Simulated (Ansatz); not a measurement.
Start from `S[Si](S)(Cl)Cl` and change one atom or group to get `O[Si](S)(S)Cl`.

Ansatz, PBE0-D4/def2-TZVP geometries, multiplicity 1. Each molecule was computed in one conformer, which needn't be the lowest.

```
                                          property  `S[Si](S)(Cl)Cl`
             HOMO–LUMO gap (B3LYP/def2-TZVPP) / eV              7.01
  size of the dipole moment (B3LYP/def2-TZVPP) / D              1.24
             LUMO energy (ωB97M-V/def2-TZVPP) / eV              1.51
                 LUMO energy (PBE/def2-TZVPP) / eV             -1.50
           HOMO–LUMO gap (ωB97M-V/def2-TZVPP) / eV             11.76
size of the dipole moment (ωB97M-V/def2-TZVPP) / D              1.25
```

Problem. Give the same properties after the change, and the shifts. (Estimate.)

Solution. Computed: 
```tsv
property	`O[Si](S)(S)Cl`	shift
HOMO–LUMO gap (B3LYP/def2-TZVPP) / eV	7.02	0.01
size of the dipole moment (B3LYP/def2-TZVPP) / D	1.24	0.00
LUMO energy (ωB97M-V/def2-TZVPP) / eV	1.74	0.23
LUMO energy (PBE/def2-TZVPP) / eV	-1.11	0.39
HOMO–LUMO gap (ωB97M-V/def2-TZVPP) / eV	11.59	-0.17
size of the dipole moment (ωB97M-V/def2-TZVPP) / D	1.25	0.00
```

Dipoles are sizes alone; their direction can turn.

B3LYP here is the variant with VWN-RPA as its local correlation; programs differ in this.
